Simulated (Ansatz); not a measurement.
The cluster NiO₂. Total charge 0; quintet. Geometry r2SCAN-D4/def2-TZVP; atoms count from 1.

```xyz
3

Ni   -0.251    0.262   -0.158
O    -0.545   -1.272   -0.748
O     0.796    1.010    0.906
```

At PBE0-D4/def2-TZVP a triplet of charge 0 lies 0.15 eV below the quintet, each at its own geometry. That triplet is doubtful there (⟨S²⟩ 2.86, where a pure state has 2.00). Another isomer (singlet) lies 0.43 eV lower at PBE0-D4/def2-TZVP.

Estimate the Mulliken populations from the PBE0/def2-TZVP orbitals of Ansatz.


```tsv
atom	charge (e)	spin (α − β)	d electrons
Ni1	0.80	1.61	8.53
O2	-0.40	1.20	–
O3	-0.40	1.20	–
```
Mulliken values and Mayer orders depend strongly on the basis.

Where does the spin sit?

Summed by element: Ni 1.61, O 2.39, of 4 unpaired in all. Largest on single atoms: Ni1 1.61, O2 1.20, O3 1.20.

And the Mayer bond orders between bonded heavy atoms (over 0.3)?

Ni1–O2 1.27 (1.67 Å); Ni1–O3 1.27 (1.67 Å).
